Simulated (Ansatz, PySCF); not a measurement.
Reaction (SMILES): O[Si](F)(F)F + 4 [H][H] (H2) → 3 F (HF) + O (H2O) + [SiH4] (SiH4)
Geometries: B3LYP-D3(BJ)/def2-TZVP minima from Ansatz (an electronic-structure program), one conformer each, not searched for the lowest. Frequencies are from Ansatz or PySCF.

Quantity: energy of full hydrogenation (enthalpy at 298 K, with B3LYP-D3(BJ) rigid-rotor harmonic-oscillator terms), in eV. Correlated levels leave the core frozen unless marked. Spin-orbit coupling is left out. Non-relativistic. CBS marks a two-point X^-3 extrapolation of the correlation energy; Hartree-Fock from the larger set.

CCSD(T)/CBS(cc-pV(T+d)Z,cc-pV(Q+d)Z) (Ansatz) gives 5.40 eV.

Question: Another calculation gave 4.78 eV. Which level was it?
A) PBE/def2-TZVPD (Ansatz)
B) wB97X/def2-TZVPD (Ansatz)
C) r2SCANh/def2-TZVPD (Ansatz)
D) CAM-B3LYP/def2-TZVPD (Ansatz)

Answer: A, PBE/def2-TZVPD (Ansatz). The others give 5.05 (wB97X), 5.46 (r2SCANh), 5.25 (CAM-B3LYP) eV.
